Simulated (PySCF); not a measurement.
C2H7F2NSi, SMILES N[SiH2]CC(F)F.

Geometry: B3LYP-D3(BJ)/def2-SVP. The structure was generated by enumeration, and PubChem lists no compound with its InChIKey, so it may never have been made. One conformer was computed; it need not be the lowest.

Level of theory: TDDFT-ωB97X/def2-SVPD run with PySCF.

Vertical excitations. Gas-phase values at a fixed geometry.

| state | energy (eV) | λ (nm) | f | main pairs |
|---|---|---|---|---|
| S1 | 6.69 | 185 | 0.038 | HOMO→LUMO 87 % |
| S2 | 8.17 | 152 | 0.006 | HOMO→LUMO+1 56 %, HOMO→LUMO+3 22 % |
| S3 | 8.41 | 147 | 0.000 | HOMO→LUMO+4 65 %, HOMO→LUMO+8 21 % |
| S4 | 8.46 | 147 | 0.023 | HOMO→LUMO+3 51 %, HOMO→LUMO+1 13 %, HOMO→LUMO+6 9 %, HOMO−2→LUMO 9 % |
| S5 | 8.66 | 143 | 0.025 | HOMO→LUMO+5 55 %, HOMO→LUMO+4 13 %, HOMO→LUMO+9 10 % |
| S6 | 8.80 | 141 | 0.062 | HOMO→LUMO+2 78 % |
| S7 | 8.87 | 140 | 0.047 | HOMO−1→LUMO 72 % |
| S8 | 9.11 | 136 | 0.034 | HOMO−2→LUMO 46 %, HOMO→LUMO+3 14 %, HOMO→LUMO+7 12 %, HOMO→LUMO+10 8 % |
| S9 | 9.58 | 129 | 0.004 | HOMO→LUMO+6 25 %, HOMO−2→LUMO+1 24 %, HOMO→LUMO+7 17 %, HOMO−2→LUMO 7 % |
| S10 | 9.61 | 129 | 0.001 | HOMO−1→LUMO+1 29 %, HOMO−1→LUMO+3 26 %, HOMO−1→LUMO+2 12 %, HOMO→LUMO+9 6 % |
| T1 | 6.42 | 193 | 0 | HOMO→LUMO 82 % |
| T2 | 7.87 | 157 | 0 | HOMO→LUMO+1 44 %, HOMO→LUMO+3 24 %, HOMO→LUMO+2 10 % |
| T3 | 8.21 | 151 | 0 | HOMO→LUMO+3 37 %, HOMO−2→LUMO 14 %, HOMO→LUMO+1 13 %, HOMO−2→LUMO+1 7 % |
| T4 | 8.27 | 150 | 0 | HOMO→LUMO+4 50 %, HOMO→LUMO+8 23 %, HOMO→LUMO+5 11 % |
Triplets are in the Tamm–Dancoff approximation, which puts them higher than full response would, so one can lie above its singlet here.
